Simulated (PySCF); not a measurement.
A species of formula C7H12N2 has this rotational fingerprint, computed with PBE0/pcSseg-1 in PySCF (dipole) on a GFN2-xTB geometry, gas phase:

| Quantity | Value |
| --- | --- |
| Rotational constants | A = 2435, B = 928.5, C = 798.7 MHz |
| Dipole components | \|μa\| = 0.53 D, \|μb\| = 1.60 D, \|μc\| = 0.66 D |
| Inertial defect | -119.11 u·Å² |
| κ | -0.84 |

Question: Which candidate fits, each taken in the one conformer that was computed?
A. `[CH2:1]=[CH:2]/[C:3](=[N:4]\[N:5]=[CH2:6])[CH:7]([CH3:8])[CH3:9]` with C1–C2–C3–N4 -173°, C3–N4–N5–C6 102°, C2–C3–C7–C8 -163°
B. `[CH2:1]=[CH:2][CH2:3][N:4]1[CH2:5][C@@H:6]([CH3:7])[CH:8]=[N:9]1` with C1–C2–C3–N4 124°, C2–C3–N4–C5 -62°
C. `[CH3:1][CH2:2][CH2:3][CH2:4][n:5]1[cH:6][cH:7][cH:8][n:9]1` with C1–C2–C3–C4 -177°, C2–C3–C4–N5 67°, C3–C4–N5–C6 80°
D. `[CH3:1][c:2]1[cH:3][cH:4][n:5][n:6]1[CH:7]([CH3:8])[CH3:9]` with N5–N6–C7–C8 61°
E. `[CH3:1][CH2:2][CH2:3][n:4]1[cH:5][c:6]([CH3:7])[cH:8][n:9]1` with C1–C2–C3–N4 -66°, C2–C3–N4–C5 104°
F. `[CH:1]#[C:2][CH2:3][NH:4]/[N:5]=[C:6](/[CH3:7])[CH2:8][CH3:9]` with C2–C3–N4–N5 -91°, C3–N4–N5–C6 158°, N5–C6–C8–C9 -83°

Answer: F. It is C#CCN/N=C(/C)CC, an asymmetric top, point group C1. The candidates at the same level (rigid rotor, commonest isotopes):

| SMILES | A (MHz) | B (MHz) | C (MHz) | μa (D) | μb (D) | μc (D) | Δ (u·Å²) | point group | rotor |
| --- | --- | --- | --- | --- | --- | --- | --- | --- | --- |
| C=CCN1C[C@@H](C)C=N1 | 2878 | 1107 | 948.4 | 0.47 | 1.90 | 0.84 | -99.34 | C1 | asymmetric top |
| C=C/C(=N\N=C)C(C)C | 2088 | 1232 | 872.9 | 0.24 | 1.14 | 1.02 | -73.27 | C1 | asymmetric top |
| Cc1ccnn1C(C)C | 2484 | 1422 | 1129 | 0.41 | 2.53 | 0.00 | -111.11 | Cs | asymmetric top |
| C#CCN/N=C(/C)CC | 2435 | 928.5 | 798.7 | 0.53 | 1.60 | 0.66 | -119.11 | C1 | asymmetric top |
| CCCn1cc(C)cn1 | 3501 | 1002 | 903.4 | 0.64 | 1.76 | 1.09 | -89.11 | C1 | near-prolate asymmetric top |
| CCCCn1cccn1 | 3323 | 951.6 | 884.9 | 0.81 | 1.57 | 1.27 | -112.05 | C1 | near-prolate asymmetric top |

`C=CCN1C[C@@H](C)C=N1` has B 19 % too high; `CCCn1cc(C)cn1` has A 44 % too high; `CCCCn1cccn1` has A 36 % too high; `C=C/C(=N\N=C)C(C)C` has B 33 % too high; `Cc1ccnn1C(C)C` has B 53 % too high. No structure here is proved a minimum.
